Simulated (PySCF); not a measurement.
Computed Raman spectrum (relative Raman activity) of a molecule H7NO2Si2. The structure is a stationary point at r2SCAN-D4/def2-SVP. Other conformers were not sampled. Computed with r2SCAN-D4/def2-SVP (PySCF). Frequencies are harmonic and unscaled.

Lines under 2 % of the strongest are left out, and lines within 2 cm⁻¹ are merged.

```tsv
ν (cm⁻¹)	relative intensity
452	2.2
518	4.1
928	5.0
937	6.0
2203	46
2208	23
2218	35
3560	29
3656	16
3847	100
```

Which molecule gave these data?
A. O[SiH2]N[SiH2]O
B. O[SiH](O)N[SiH3]
C. N[Si](O)(O)[SiH3]
D. N[SiH2][SiH](O)O

C, N[Si](O)(O)[SiH3]
